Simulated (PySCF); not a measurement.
Compound: C5H8FN.
Cartesian coordinates in Å at the GFN2-xTB level; atoms count from 1:
```
atom  x, y, z in Å
C1    -2.0589    1.2013    0.5358
N2    -0.8563    0.8475    0.5175
C3    -0.4039   -0.3244   -0.0650
C4    -0.9408   -1.5146    0.1960
C5     0.8441   -0.1395   -0.8850
C6     1.9945    0.3142    0.0089
F7     3.1238    0.5299   -0.7445
H8    -2.8698    0.6627    0.0381
H9    -2.3186    2.1064    1.0660
H10   -0.5005   -2.4240   -0.1703
H11   -1.8086   -1.6113    0.8255
H12    0.6773    0.6261   -1.6472
H13    1.1086   -1.0746   -1.3796
H14    2.2493   -0.4494    0.7505
H15    1.7553    1.2577    0.5070
```

Level of theory: PySCF, TDDFT PBE0/def2-SVPD, vertical, gas phase, core orbitals frozen in the response.

Ground-to-excited transition dipoles (e·a0, same axes as the geometry; the sign carries no meaning), for the states with f of 0.002 or more among the lowest 6:

| state | E (hartree) | μx | μy | μz |
| --- | --- | --- | --- | --- |
| S1 | 0.1586 | 0.077 | -0.592 | -0.019 |
| S2 | 0.2122 | -0.233 | 0.506 | 0.088 |
| S3 | 0.2400 | -0.105 | 0.583 | -0.172 |
| S4 | 0.2494 | -0.307 | -0.870 | -0.123 |
| S5 | 0.2636 | -0.193 | 0.327 | 0.016 |
| S6 | 0.2661 | 0.505 | -0.444 | -0.093 |

(1) Work out the oscillator strengths.

(2) Which bond between heavy atoms lies closest to the direction of the S4 transition dipole?

(3) What angle do the transition dipoles of S2 and S5 make?

(4) What peak molar absorption coefficient would the strongest computed level give as a lone Gaussian band 0.4 eV wide at half height?

## Answers

(1) f = (2/3) ΔE |μ|² with ΔE in hartree (27.2114 eV).

| state | \|μ\|² (au) | \|μ\| (D) | f |
| --- | --- | --- | --- |
| S1 | 0.357 | 1.52 | 0.038 |
| S2 | 0.318 | 1.43 | 0.045 |
| S3 | 0.381 | 1.57 | 0.061 |
| S4 | 0.867 | 2.37 | 0.144 |
| S5 | 0.145 | 0.97 | 0.025 |
| S6 | 0.461 | 1.73 | 0.082 |

(2) C3–C4, at 19° from it; next N2–C3 at 42°.

(3) |cos θ| = |μa·μb| / (|μa| |μb|) = 0.99, so θ ≈ 9° (taken between 0 and 90°, since the signs are arbitrary).

(4) ε(max) = 2.175×10⁸ f / FWHM, with the width in cm⁻¹. S4: 2.175×10⁸ × 0.1442 / 3226 ≈ 9700 L mol⁻¹ cm⁻¹.

Cost: about 90 s of CPU time on one thread (with the writing of density and orbital grids); the machine was shared, so the figure is rough.

One conformer stands for the species.
